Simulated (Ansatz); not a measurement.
CH$_{2}$AlClO (`[Cl][Al]1[CH2][O]1`), 6 atoms. The species carries charge 0 and has multiplicity 1. All runs use 2 threads of an Arm Neoverse V1 on a shared host. Correlated methods freeze the cores. Open-shell runs search over several starts.

Problem. How many basis functions does each run have, and how long does it take in Ansatz? UHF-MP2/def2-QZVPP energy of the cation; RKS CAM-B3LYP-D4/def2-TZVPP energy; RKS PBE0-D4/def2-TZVP frequencies; RKS BLYP-D4/def2-TZVPP energy; RKS ωB97M-V/def2-QZVPP energy; direct RPA on PBE orbitals/def2-TZVPP energy; RHF-MP2/def2-QZVPP energy; UKS PBE0-D4/def2-TZVPP energy of the cation; UKS ωB97M-V/def2-TZVPP energy of the cation; UKS B2PLYP (frozen core)/def2-TZVPP energy of the cation; RHF-CCSD(T)/def2-SVP energy; RKS B97M-V/def2-TZVPP energy. (Estimate.)

Solution. Computed: Other jobs shared the machine, so times are rough.

```csv
level,job,functions,wall time,peak host memory (GiB)
RHF-CCSD(T)/def2-SVP,energy,74,1.4 s,0.34
RKS BLYP-D4/def2-TZVPP,energy,174,1.8 s,0.18
RKS CAM-B3LYP-D4/def2-TZVPP,energy,174,2.8 s,0.4
direct RPA on PBE orbitals/def2-TZVPP,energy,174,4 s,0.34
UKS PBE0-D4/def2-TZVPP,energy of the cation,174,7 s,0.46
RKS B97M-V/def2-TZVPP,energy,174,8.5 s,0.24
RHF-MP2/def2-QZVPP,energy,314,12 s,1.1
UKS B2PLYP (frozen core)/def2-TZVPP,energy of the cation,174,16 s,0.57
RKS ωB97M-V/def2-QZVPP,energy,314,16 s,0.93
UKS ωB97M-V/def2-TZVPP,energy of the cation,174,24 s,0.66
UHF-MP2/def2-QZVPP,energy of the cation,314,40 s,1.2
RKS PBE0-D4/def2-TZVP,frequencies,148,74 s,0.34
```
